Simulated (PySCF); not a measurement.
Species: C6H5GaO.
Bonds: C1–C2 (triple), C2–C3, C3–C4 (aromatic), C4–C5 (aromatic), C5–C6 (aromatic), C6–Ga7, C6–O8 (aromatic), C3–O8 (aromatic). Hydrogens: H9 on C1; H10 on C4; H11 on C5; H12, H13 on Ga7.

Computed with PBE0-D3(BJ)/def2-SVP geometry optimisation, gas phase in PySCF 2.14.0.

(1) How far are the bound atoms from Ga7?

(2) List the angles at Ga7.

(3) What is the shape at Ga7?

(4) What are the other bond lengths?

(5) Give some angles away from the centre.

(6) What are the rotational constants (commonest isotopes, rigid rotor)?

Results:

(1) 3 atoms: H12 1.568 Å, H13 1.568 Å, C6 1.971 Å. The nearest atom not counted as bound is O8, at 2.84 Å.

(2) 
```csv
angle,degrees,distance of the outer atoms (Å)
H12–Ga7–H13,121.8,2.74
C6–Ga7–H12,119.2,3.06
C6–Ga7–H13,119.0,3.06
```

(3) Planar: angles 121.8°, 119.2° and 119.0°, sum 360.0°, 0.00 Å off the plane of its three neighbours.

(4) C1≡C2 1.214 Å; C2–C3 1.412 Å; C3–C4 1.373 Å; C4–C5 1.422 Å; C5–C6 1.374 Å; C6–O8 1.360 Å; C3–O8 1.359 Å; C1–H9 1.074 Å; C4–H10 1.087 Å; C5–H11 1.089 Å.

(5) C1–C2–C3 179.3°, C2–C3–C4 132.2°, C2–C3–O8 118.3°, C4–C3–O8 109.5°, C3–C4–C5 106.1°, C4–C5–C6 107.1°, C5–C6–Ga7 135.5°, C5–C6–O8 108.8°, Ga7–C6–O8 115.7°, C3–O8–C6 108.5°.

(6) A = 4308, B = 659.4, C = 576.8 MHz: a near-prolate asymmetric top.

Point group: Cs (tolerance 0.08 Å). Charge 0, singlet. PBE0-D3(BJ)/def2-SVP frequencies: not computed here.
